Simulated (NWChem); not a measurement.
Species: InI, singlet; SMILES [In][I]

Program: NWChem. Low-valent species are run as closed-shell singlets; no triplet was tried in these runs. Geometry: optimised at PBE0/def2-SVP. def2 effective core potentials on In, I; no spin-orbit coupling. Vertical excitations in the gas phase; the lowest state need not have the same character in each row.

```tsv
level	lowest excitation, singlet (eV)	lowest state with f > 0.02, singlet (eV)	orbital gap (eV)
PBE/def2-SVP, TDA	3.46	3.71	3.34
B3LYP/def2-SVP, TDA	3.70	3.78	4.44
CAM-B3LYP/def2-SVP, TDA	3.91	3.91	6.74
PBE0/def2-SVP, TDA	3.90	3.90	…
```

Task: What belongs in the gaps?

Result: 
- PBE0/def2-SVP, TDA, orbital gap (eV): 4.84
